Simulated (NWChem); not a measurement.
System: AlSiH₅O; SMILES [SiH3][O][AlH2]

NWChem printed, in part:

```
             Northwest Computational Chemistry Package (NWChem) 7.3.0
             --------------------------------------------------------

 C1  symmetry detected

                             Geometry "geometry" -> ""
                             -------------------------

 Output coordinates in angstroms (scale by  1.889725989 to convert to a.u.)

  No.       Tag          Charge          X              Y              Z
 ---- ---------------- ---------- -------------- -------------- --------------
    1 Al                  13.0000    -0.00098614    -1.76482894    -0.00037835
    2 H                    1.0000    -1.39851074    -2.50876785    -0.00127243
    3 H                    1.0000     1.39320744    -2.51497125    -0.00125690
    4 O                    8.0000     0.00405923    -0.06104558     0.00146003
    5 Si                  14.0000    -0.00080135     1.58124944    -0.00033843
    6 H                    1.0000     0.38047638     2.10085083     1.34176568
    7 H                    1.0000    -1.35114230     2.10956967    -0.33944572
    8 H                    1.0000     0.96753399     2.10696721    -1.00181434

 Effective nuclear repulsion energy (a.u.)     138.6465569762

  pbe96 is a nonlocal functional; adding pw91lda local functional.

                                 NWChem DFT Module
                                 -----------------

 Summary of "ao basis" -> "ao basis" (spherical)
 ------------------------------------------------------------------------------
       Tag                 Description            Shells   Functions and Types
 ---------------- ------------------------------  ------  ---------------------
 Al                         def2-svp                 8       18   4s3p1d
 H                          def2-svp                 3        5   2s1p
 O                          def2-svp                 6       14   3s2p1d
 Si                         def2-svp                 8       18   4s3p1d

            General Information
            -------------------
          SCF calculation type: DFT
          Wavefunction type:  closed shell.
          No. of atoms     :     8
          No. of electrons :    40
           Alpha electrons :    20
            Beta electrons :    20
          Charge           :     0
          Spin multiplicity:     1
          Use of symmetry is: off; symmetry adaption is: off
          Maximum number of iterations: 150
          AO basis - number of functions:    75
                     number of shells:    37
          Convergence on energy requested:  1.00D-06
          Convergence on density requested:  1.00D-05
          Convergence on gradient requested:  5.00D-04

              XC Information
              --------------
          PerdewBurkeErnzerhof Exchange Functional  1.000
            Perdew 1991 LDA Correlation Functional  1.000 local
           PerdewBurkeErnz. Correlation Functional  1.000 non-local

             Grid Information
             ----------------
          Grid used for XC integration:  medium
          Radial quadrature: Mura-Knowles
          Angular quadrature: Lebedev.
          Tag              B.-S. Rad. Rad. Pts. Rad. Cut. Ang. Pts.
          ---              ---------- --------- --------- ---------
          Al                  1.25       88          11.0       590
          H                   0.35       45          13.0       434
          O                   0.60       49           8.0       434
          Si                  1.10       88          12.0       590
          Grid pruning is: on
          Number of quadrature shells:   450
          Spatial weights used:  Erf1

      Superposition of Atomic Density Guess
      -------------------------------------

 Sum of atomic energies:        -607.71751046

      Non-variational initial energy
      ------------------------------

 Total energy =    -608.356482
 1-e energy   =   -1118.190038
 2-e energy   =     371.187000
 HOMO         =      -0.353594
 LUMO         =       0.003863

   convergence    iter        energy       DeltaE   RMS-Dens  Diis-err
 ---------------- ----- ----------------- --------- --------- ---------
 d= 0,ls=0.0,diis     1   -609.5240205622 -7.48D+02  2.45D-02  6.80D-01
 d= 0,ls=0.0,diis     2   -609.0774148068  4.47D-01  1.82D-02  4.88D+00
 d= 0,ls=0.0,diis     3   -609.5995925726 -5.22D-01  2.71D-03  1.97D-02
 d= 0,ls=0.0,diis     4   -609.6018969183 -2.30D-03  9.64D-04  4.01D-03
 d= 0,ls=0.0,diis     5   -609.6025745219 -6.78D-04  1.21D-04  4.60D-05
  Resetting Diis
 d= 0,ls=0.0,diis     6   -609.6025812223 -6.70D-06  3.03D-05  3.25D-06
 d= 0,ls=0.0,diis     7   -609.6025817377 -5.15D-07  1.14D-05  1.25D-07
 d= 0,ls=0.0,diis     8   -609.6025816764  6.13D-08  6.59D-06  7.48D-07

         Total DFT energy =     -609.602581676424
      One electron energy =    -1120.708420548503
           Coulomb energy =      422.107736487911
    Exchange-Corr. energy =      -49.648454592071
 Nuclear repulsion energy =      138.646556976240

 Numeric. integr. density =       40.000002968120

                       DFT Final Molecular Orbital Analysis
                       ------------------------------------

 Vector   18  Occ=2.000000D+00  E=-2.817292D-01
              MO Center= -1.5D-01, -3.5D-01, -1.3D-01, r^2= 6.3D+00
   Bfn.  Coefficient  Atom+Function         Bfn.  Coefficient  Atom+Function
  ----- ------------  ---------------      ----- ------------  ---------------
    66      0.242111  7 H  s                 19     -0.222187  2 H  s
    24      0.222923  3 H  s                 32      0.215666  4 O  px
     8      0.206816  1 Al px                71     -0.174059  8 H  s
    50     -0.172514  5 Si px                11      0.171222  1 Al px
    35      0.159992  4 O  px                67      0.155697  7 H  s

 Vector   19  Occ=2.000000D+00  E=-2.697626D-01
              MO Center=  2.2D-01,  1.0D+00,  2.0D-01, r^2= 2.9D+00
   Bfn.  Coefficient  Atom+Function         Bfn.  Coefficient  Atom+Function
  ----- ------------  ---------------      ----- ------------  ---------------
    34      0.416992  4 O  pz                37      0.318847  4 O  pz
    61     -0.294934  6 H  s                 62     -0.224718  6 H  s
    71      0.219889  8 H  s                 52     -0.188035  5 Si pz
    72      0.167488  8 H  s                 49      0.101187  5 Si pz
    13      0.095301  1 Al pz                10      0.084336  1 Al pz

 Vector   20  Occ=2.000000D+00  E=-2.490540D-01
              MO Center= -8.4D-02, -7.9D-01, -7.5D-02, r^2= 5.0D+00
   Bfn.  Coefficient  Atom+Function         Bfn.  Coefficient  Atom+Function
  ----- ------------  ---------------      ----- ------------  ---------------
    32      0.387295  4 O  px                35      0.290864  4 O  px
    20      0.241720  2 H  s                 25     -0.240136  3 H  s
    19      0.236591  2 H  s                 24     -0.236327  3 H  s
    66      0.181514  7 H  s                 67      0.165076  7 H  s
     8     -0.140648  1 Al px                71     -0.130324  8 H  s

 Vector   21  Occ=0.000000D+00  E=-6.923449D-02
              MO Center=  5.1D-03, -1.8D+00,  8.3D-03, r^2= 3.8D+00
   Bfn.  Coefficient  Atom+Function         Bfn.  Coefficient  Atom+Function
  ----- ------------  ---------------      ----- ------------  ---------------
    13      0.755965  1 Al pz                10      0.367288  1 Al pz
     7     -0.193965  1 Al pz                34     -0.184944  4 O  pz
    55     -0.182384  5 Si pz                37     -0.174553  4 O  pz
    62      0.147998  6 H  s                 72     -0.110036  8 H  s
    15     -0.050611  1 Al d -1              57      0.038686  5 Si d -1

 Vector   22  Occ=0.000000D+00  E=-2.049810D-02
              MO Center= -4.1D-03, -1.5D-01, -9.0D-03, r^2= 5.6D+00
   Bfn.  Coefficient  Atom+Function         Bfn.  Coefficient  Atom+Function
  ----- ------------  ---------------      ----- ------------  ---------------
     4      0.797327  1 Al s                 31     -0.672142  4 O  s
    54     -0.589208  5 Si py                12      0.383302  1 Al py
    25     -0.324620  3 H  s                 20     -0.320348  2 H  s
    46     -0.285984  5 Si s                  3      0.222988  1 Al s
    30     -0.198402  4 O  s                 51     -0.192847  5 Si py

 Vector   23  Occ=0.000000D+00  E= 2.638956D-02
              MO Center=  6.4D-04, -2.3D+00, -3.9D-03, r^2= 5.1D+00
   Bfn.  Coefficient  Atom+Function         Bfn.  Coefficient  Atom+Function
  ----- ------------  ---------------      ----- ------------  ---------------
     4      1.133160  1 Al s                 25     -0.957157  3 H  s
    12     -0.950257  1 Al py                20     -0.943783  2 H  s
     3      0.451965  1 Al s                 46      0.308246  5 Si s
    54      0.309115  5 Si py                67     -0.238764  7 H  s
    31      0.214074  4 O  s                 24     -0.207850  3 H  s

     Multipole analysis of the density
     ---------------------------------

     L   x y z        total         alpha         beta         nuclear
     -   - - -        -----         -----         ----         -------
     0   0 0 0     -0.000000    -20.000000    -20.000000     40.000000

     1   1 0 0     -0.001473     -0.000736     -0.000736     -0.000000
     1   0 1 0     -0.102172     -0.051086     -0.051086     -0.000000
     1   0 0 1      0.000096      0.000048      0.000048      0.000000

     2   2 0 0    -27.862117    -26.078895    -26.078895     24.295674
     2   1 1 0      0.010072      0.013745      0.013745     -0.017418
     2   1 0 1     -0.000130      0.000034      0.000034     -0.000198
     2   0 2 0    -26.494736   -194.384161   -194.384161    362.273586
     2   0 1 1      0.002073      0.003172      0.003172     -0.004272
     2   0 0 2    -23.464796    -16.944749    -16.944749     10.424702

                                 NWChem DFT Module
                                 -----------------

[...]
```

Level: PBE/def2-SVP, vertical spin-unrestricted ions. Geometry: optimised at B3LYP/6-31G* (spherical d).

### Question
Write an input that gives this output.

### Answer
Several could match; the one computed here: the input that was run:
```
start job
memory heap 200 mb stack 900 mb global 1100 mb
geometry units angstroms noautoz
  Al     0.001776    -1.801665     0.001043
  H     -1.395364    -2.546326     0.000193
  H      1.396357    -2.551087     0.000347
  O      0.005941    -0.097879     0.002623
  Si     0.000232     1.544413     0.000575
  H      0.381175     2.064415     1.342619
  H     -1.350365     2.071984    -0.338679
  H      0.968345     2.070479    -1.000933
end
basis spherical
  * library def2-svp
end
dft
  xc xpbe96 cpbe96
  iterations 150
  vectors input atomic output neutral.movecs
end
task dft energy
charge 1
dft
  odft
  mult 2
  vectors input atomic output cation.movecs
end
task dft energy
```
